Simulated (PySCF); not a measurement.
BeFI, SMILES [F][Be][I]. Geometry: PBE-D3(BJ)/def2-TZVP. The def2 effective core potentials stand for the cores of I; spin–orbit coupling is left out.

Computed equilibrium geometry at PBE-D3(BJ)/def2-TZVP (PySCF confirms it by a frequency run) as Cartesian coordinates in Å, and its point group:
point group C∞v.
```xyz
3

Be     0.0000     0.0000    -1.5592
F      0.0000     0.0000    -2.9421
I      0.0000     0.0000     0.6173
```
Charge 0, spin multiplicity 1.
